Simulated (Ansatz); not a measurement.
Reaction (formal exchange of groups at a C–C bond): `NCC[SiH2]F` + `F[SiH3]` → `F[SiH2]C[SiH2]F` + CH₃NH₂

Isolated molecules relaxed with PBE0-D4/def2-TZVP in Ansatz; ΔE leaves out vibrations. CBS: MP2 limit from def2 TZ/QZ plus the TZ coupled-cluster correction, frozen cores. This one scheme is used for every species. Functionals use def2-TZVPP. HSE06 is defined as in plane-wave codes. One conformer a species, not always the lowest.

Question: Is it downhill or uphill in electronic energy at CCSD(T)/CBS, and by how much? (An estimate is asked.)

Answer: Computed: Downhill: ΔE = -0.56 eV.

Question: What do these levels give: PBE-D4, B97M-V, PBE0-D4, r2SCAN0-D4, HSE06-D4, BLYP, PBE0, r2SCANh, r2SCAN0, HSE06, MP2/def2-TZVPP, HF/def2-QZVPP? (Best estimate.)

Answer: Ansatz gave: PBE-D4 -0.56, B97M-V -0.60, PBE0-D4 -0.57, r2SCAN0-D4 -0.60, HSE06-D4 -0.58, BLYP -0.55, PBE0 -0.58, r2SCANh -0.60, r2SCAN0 -0.60, HSE06 -0.58, MP2/def2-TZVPP -0.55, HF/def2-QZVPP -0.53 eV.

Question: What do rigid-rotor, harmonic-oscillator terms from PBE0-D4/def2-TZVP frequencies (298.15 K, 1 bar) make of the CCSD(T)/CBS value? (Estimate.)

Answer: Ansatz gave: ΔZPE = +0.02 eV, ΔH = -0.52 eV, ΔS = 17 J/(mol·K), ΔG = -0.57 eV. Modes under 50 cm⁻¹ make the entropy rough.

Largest T1 diagnostic among the species: 0.011.

Leaving LDA and LC-ωPBE aside and taking each functional with its dispersion term where it has one, the values, not all of them listed here, spread over 0.06 eV, from r2SCANh-D4 to BLYP-D4. LDA lies +0.04 eV from PBE without D4. At CCSD(T), def2-SVP lies +0.16 eV from the extrapolated value and def2-TZVPP +0.02 eV.
